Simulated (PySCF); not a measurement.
A core-ionisation job on `[BH3-]C#[N+]C`.

Computed with delta-SCF UKS SCAN, pcX-3 on the ionised atom, pcseg-2 elsewhere, spin-free X2C (PySCF 2.14.0). Geometry: PBE0-D3(BJ)/def2-TZVP. The command runs a driver script over a list of jobs; the input below is this job's line of settings and its coordinates in Å.

Command:
```bash
OMP_NUM_THREADS=1 python probes_run.py task.json out
```

Input:
```
{"job": {"kind": "xps", "basis": "pcX-3", "basis_other": "pcseg-2"}, "charge": 0, "multiplicity": 1}
B      2.024876    -0.136491    -0.176127
C      0.528127    -0.036958     0.147274
N     -0.598726     0.038412     0.391052
C     -1.970821     0.130537     0.687870
H      2.437323     1.003087    -0.208633
H      2.100522    -0.689089    -1.252606
H      2.519091    -0.789266     0.717818
H     -2.552714    -0.302376    -0.126760
H     -2.250195     1.177463     0.812816
H     -2.184396    -0.411220     1.610135
```

Task: Estimate the output.

Result: 
```
ground state, core basis on atom 0 (B), 258 functions
  cycle   1  E = -159.35767362  |g| = 4.59e-01
  cycle   2  E = -159.29253422  |g| = 6.37e-01
  cycle   3  E = -159.40817224  |g| = 2.83e-01
  cycle   4  E = -159.42511898  |g| = 6.86e-02
  cycle   5  E = -159.42591123  |g| = 2.46e-02
  cycle   6  E = -159.42602986  |g| = 1.09e-02
  cycle   7  E = -159.42606479  |g| = 1.93e-03
  cycle   8  E = -159.42606634  |g| = 3.87e-04
  E(ground) = -159.43126211 Eh
hole in B 1s of atom 0
  cycle   1  E = -151.90195339  |g| = 1.17e+00
  cycle   2  E = -151.46276591  |g| = 1.36e+00
  cycle   3  E = -152.15440012  |g| = 5.91e-01
  cycle   4  E = -152.25457227  |g| = 3.74e-01
  cycle   5  E = -152.31464377  |g| = 4.47e-02
  cycle   6  E = -152.31536401  |g| = 1.71e-02
  cycle   7  E = -152.31549711  |g| = 8.23e-03
  cycle   8  E = -152.31554007  |g| = 2.62e-03
  cycle   9  E = -152.31554523  |g| = 1.38e-03
  cycle  10  E = -152.31554936  |g| = 7.16e-04
  cycle  11  E = -152.31555085  |g| = 3.43e-04
  E(ion) = -152.32218101 Eh   <S^2> = 0.7692   hole on atom = 1.000   binding energy = 193.448 eV
ground state, core basis on atom 1 (C), 258 functions
  cycle   1  E = -159.42632200  |g| = 1.12e-01
  cycle   2  E = -159.42473654  |g| = 9.17e-02
  cycle   3  E = -159.42436537  |g| = 1.01e-01
  cycle   4  E = -159.42660728  |g| = 1.08e-02
  cycle   5  E = -159.42664215  |g| = 1.29e-03
  cycle   6  E = -159.42664206  |g| = 3.34e-04
  E(ground) = -159.43358086 Eh
hole in C 1s of atom 1
  cycle   1  E = -148.09575618  |g| = 1.49e+00
  cycle   2  E = -145.70921109  |g| = 2.42e+00
  cycle   3  E = -148.13716762  |g| = 9.28e-01
  cycle   4  E = -148.34732141  |g| = 8.40e-01
  cycle   5  E = -148.65713521  |g| = 9.51e-02
  cycle   6  E = -148.66026106  |g| = 3.87e-02
  cycle   7  E = -148.66091825  |g| = 1.64e-02
  cycle   8  E = -148.66110244  |g| = 6.97e-03
  cycle   9  E = -148.66115707  |g| = 4.08e-03
  cycle  10  E = -148.66119087  |g| = 2.01e-03
  cycle  11  E = -148.66120139  |g| = 6.51e-04
  cycle  12  E = -148.66120250  |g| = 2.22e-04
  E(ion) = -148.66704532 Eh   <S^2> = 0.8004   hole on atom = 1.000   binding energy = 292.972 eV
ground state, core basis on atom 2 (N), 258 functions
  cycle   1  E = -159.42998325  |g| = 1.51e-01
  cycle   2  E = -159.42591909  |g| = 1.48e-01
  cycle   3  E = -159.42702839  |g| = 1.29e-01
  cycle   4  E = -159.43066829  |g| = 8.21e-03
  cycle   5  E = -159.43069094  |g| = 1.43e-03
  cycle   6  E = -159.43069297  |g| = 4.87e-04
  E(ground) = -159.43533298 Eh
hole in N 1s of atom 2
  cycle   1  E = -143.77170681  |g| = 1.87e+00
  cycle   2  E = -140.92918431  |g| = 2.76e+00
  cycle   3  E = -144.05407794  |g| = 7.85e-01
  cycle   4  E = -144.29155785  |g| = 5.81e-01
  cycle   5  E = -144.47113562  |g| = 1.72e-01
  cycle   6  E = -144.48320535  |g| = 5.32e-02
  cycle   7  E = -144.48458270  |g| = 1.31e-02
  cycle   8  E = -144.48469991  |g| = 6.01e-03
  cycle   9  E = -144.48472645  |g| = 1.61e-03
  cycle  10  E = -144.48472928  |g| = 6.64e-04
  cycle  11  E = -144.48472977  |g| = 3.24e-04
  E(ion) = -144.48852565 Eh   <S^2> = 0.7763   hole on atom = 1.000   binding energy = 406.723 eV
ground state, core basis on atom 3 (C), 258 functions
  cycle   1  E = -159.42678335  |g| = 1.12e-01
  cycle   2  E = -159.42588726  |g| = 7.58e-02
  cycle   3  E = -159.42534108  |g| = 8.95e-02
  cycle   4  E = -159.42701514  |g| = 1.97e-02
  cycle   5  E = -159.42710788  |g| = 1.13e-03
  cycle   6  E = -159.42710738  |g| = 2.31e-04
  E(ground) = -159.43279821 Eh
hole in C 1s of atom 3
  cycle   1  E = -148.08860293  |g| = 1.50e+00
  cycle   2  E = -143.50935170  |g| = 2.95e+00
  cycle   3  E = -147.78156896  |g| = 1.24e+00
  cycle   4  E = -148.50447490  |g| = 5.62e-01
  cycle   5  E = -148.57189345  |g| = 2.87e-01
  cycle   6  E = -148.62129980  |g| = 1.50e-01
  cycle   7  E = -148.63527010  |g| = 2.30e-02
  cycle   8  E = -148.63554434  |g| = 6.07e-03
  cycle   9  E = -148.63556814  |g| = 2.33e-03
  cycle  10  E = -148.63557284  |g| = 9.50e-04
  cycle  11  E = -148.63557404  |g| = 4.42e-04
  E(ion) = -148.64068813 Eh   <S^2> = 0.7669   hole on atom = 1.000   binding energy = 293.668 eV
```

Cycles run on a coarse grid; E(ground) and E(ion) are re-evaluated on a finer one, so they differ from the last cycle. Atoms in this output count from 0.

Task: How does the 1s binding energy of N3 follow from the two total energies?

Result: E(ion) − E(ground) = -144.48852565 − (-159.43533298) = 14.946807 Eh, times 27.211386 eV gives 406.72 eV.

In short: B1s of B1 193.45 eV; C1s of C2 292.97 eV; N1s of N3 406.72 eV; C1s of C4 293.67 eV.

Isolated species at its PBE0-D3(BJ)/def2-TZVP geometry, gas phase.

Task: How long does this job take on an Arm Neoverse V1 with one thread (shared host)? And the peak memory of the process?

Result: About 45 s, with 1.0 GiB resident at the peak, the Python interpreter and its libraries included.
Labels such as C1 count atoms from 1, the log's own numbers from 0.
